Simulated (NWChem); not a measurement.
CH4F2OSi; SMILES O([SiH](F)F)C

```xyz
9

Si    -0.0434    -0.4830     0.3434
F      1.4711    -0.7415    -0.1902
F     -1.0009    -1.6253    -0.2850
O     -0.6045     0.9564    -0.2253
C      0.0464     2.2113    -0.0984
H     -0.0388    -0.5991     1.8251
H      1.0663     2.1922    -0.5409
H      0.1298     2.5303     0.9650
H     -0.5542     2.9704    -0.6377
```
Atoms are numbered in this order, from 1.

Program: NWChem. The geometry was optimised at PBE-D3(BJ)/def2-SVP. Atomic charges in e: unrestrained fits to the electrostatic potential beside Mulliken populations; buried atoms are poorly determined by the fit.

Task: Estimate the computed values for B3LYP/def2-SVP. Quantities: ESP Si1; Mulliken Si1; ESP F2; Mulliken F2; ESP F3; Mulliken F3; ESP O4; Mulliken O4; ESP C5; Mulliken C5; relative RMS misfit of the potential (%).

Result: 
| Item | Result |
|---|---|
| ESP Si1 | 1.08 |
| Mulliken Si1 | 1.01 |
| ESP F2 | -0.34 |
| Mulliken F2 | -0.34 |
| ESP F3 | -0.34 |
| Mulliken F3 | -0.33 |
| ESP O4 | -0.49 |
| Mulliken O4 | -0.48 |
| ESP C5 | 0.24 |
| Mulliken C5 | 0.18 |
| relative RMS misfit of the potential (%) | 24 |
